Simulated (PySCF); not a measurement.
# What a mistake does to a calculation on BH4OSi2

These are calculations, not measurements. The program is PySCF 2.14.0, an open-source quantum chemistry code, run on an isolated molecule that a program drew, which may never have been made. The molecule is BH4OSi2 (charge 0, doublet), drawn as the SMILES string `O=B[SiH2][SiH2]`.

Each row is a Hartree-Fock (HF) and frozen-core CCSD(T) single point in the cc-pV(D+d)Z basis, meant for a local HF minimum. Run 1 is clean. Each other run has one planted mistake out of seven kinds, and not every kind appears here: one electron removed, one electron added, multiplicity raised by two, geometry at a saddle point, minimal basis STO-3G, one bond length entered in bohr, all coordinates scaled. The reference is restricted for singlets and unrestricted otherwise, and also for a bond in bohr. Adding or removing an electron swaps singlet and doublet. Electrons count all cores. HOMO and LUMO are orbital energies over both spins, the gradient is its largest component, and the lowest frequency (negative if imaginary) is given only where the gradient is small. Bond lengths are over the 7 bonds as drawn. T1 is the CCSD diagnostic: over 0.02 (restricted) or 0.045 (unrestricted) a single reference is doubtful.

Geometry of the clean run:
```xyz
8
BH4OSi2, angstrom
O     1.6934   -0.8784    2.8670
B     1.5137   -0.1453    1.9509
Si    1.1649    1.1056    0.4044
Si   -1.0846    1.8083    0.3524
H     1.5057    0.3762   -0.8359
H     2.0637    2.2683    0.5684
H    -2.0247    0.6822    0.1499
H    -1.4603    2.5912    1.5519
```

```
run  electrons  basis functions  <S^2>  HOMO (eV)  LUMO (eV)  gradient (hartree/bohr)  lowest frequency (cm^-1)  mean bond (Å)  longest bond (Å)      T1  HF (hartree)  CCSD(T) (hartree)                          mistake
  1         45               94  0.758      -9.38       0.43                  3.6e-05                        99         1.6404             2.357  0.0190    -679.76864         -680.27090                         no fault
  2         46               94  0.000      -1.41       7.28                  3.7e-02                         -         1.6404             2.357  0.0181    -679.78326         -680.31512               one electron added
  3         45               94  1.530      -9.31       0.12                  1.5e-02                         -         1.8971             3.816  0.0459    -679.66212         -680.15019  one bond length entered in bohr
  4         45               94  0.757      -9.48       0.28                  7.3e-02                         -         1.7175             2.468  0.0209    -679.75239         -680.26202                                ?
```

**Which mistake was planted in run 4, and what did it cost?**

The mean and the longest bond both change by the same factor, 1.047, and the gradient is no longer small. So the mistake is: all coordinates scaled. Subtracting run 1 and multiplying by 627.51 kcal/mol a hartree, the energy moved by 10.2 kcal/mol in HF and 5.6 kcal/mol in CCSD(T).

Cautions from the logs. Run 3: T1 is over the limit, so its CCSD(T) energy is less reliable.
